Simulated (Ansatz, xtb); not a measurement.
Ligand exchange: CH5N + C3H10BN → CH6N2 + C3H9B

Species: CH5N (methylamine) `CN`, singlet; C3H10BN `CC(C)BN`, singlet; CH6N2 `CNN`, singlet; C3H9B `BC(C)C`, singlet. The partners trade H for NH2: N–H and B–NH2 bonds give way to N–NH2 and B–H.

Shapes, held fixed at every level: PBE0-D4/def2-TZVP. Flexible molecules stand in one conformer, not always the lowest. Programs: Ansatz 0.2.0, xtb 6.7.1. The zero-point and thermal change to 298 K, harmonic and unscaled (PBE0-D4/def2-TZVP), is -9.7 kJ/mol.

```json
{"level": "GFN2-xTB", "kind": "semi-empirical", "ΔH(298 K) (kJ/mol)": "+185.2", "less CCSD(T)/CBS estimate": "-110.1", "CPU time (sum over the molecules)": "0.12 s"}
{"level": "SPW92/def2-TZVPP", "kind": "LDA", "ΔH(298 K) (kJ/mol)": "+293.5", "less CCSD(T)/CBS estimate": "-1.8", "CPU time (sum over the molecules)": "14 s"}
{"level": "PBE0-D4/def2-TZVPP", "kind": "global hybrid", "ΔH(298 K) (kJ/mol)": "+289.8", "less CCSD(T)/CBS estimate": "-5.5", "CPU time (sum over the molecules)": "29 s"}
{"level": "r2SCAN0-D4/def2-TZVPP", "kind": "global hybrid", "ΔH(298 K) (kJ/mol)": "+295.7", "less CCSD(T)/CBS estimate": "+0.4", "CPU time (sum over the molecules)": "44 s"}
{"level": "wB97M-V/def2-TZVPP", "kind": "range-separated hybrid", "ΔH(298 K) (kJ/mol)": "+291.4", "less CCSD(T)/CBS estimate": "-3.9", "CPU time (sum over the molecules)": "2.1 min"}
{"level": "CCSD(T)/def2-TZVPP", "kind": "coupled cluster or CI", "ΔH(298 K) (kJ/mol)": "+295.1", "less CCSD(T)/CBS estimate": "-0.2", "CPU time (sum over the molecules)": "44 min"}
{"level": "CCSD/def2-TZVPP", "kind": "coupled cluster or CI", "ΔH(298 K) (kJ/mol)": "+293.8", "less CCSD(T)/CBS estimate": "-1.5", "CPU time (sum over the molecules)": "–"}
{"level": "CCSD(T)/CBS estimate", "kind": "coupled cluster or CI", "ΔH(298 K) (kJ/mol)": "+295.3", "less CCSD(T)/CBS estimate": "0.0", "CPU time (sum over the molecules)": "48 min"}
```

The highest level, CCSD(T)/CBS estimate, gives ΔH(298 K) = +295.3 kJ/mol; the levels span +185.2 to +295.7. GFN2-xTB strays far from the other rows. The column of differences is taken from that level and isn't an error. No measured value is set beside it here. The CBS estimate extrapolates MP2 from def2-TZVPP and def2-QZVPP and adds CCSD(T) − MP2 in the triple-zeta set, cores frozen. Times are processor times on shared x86 and Arm servers, and rough.
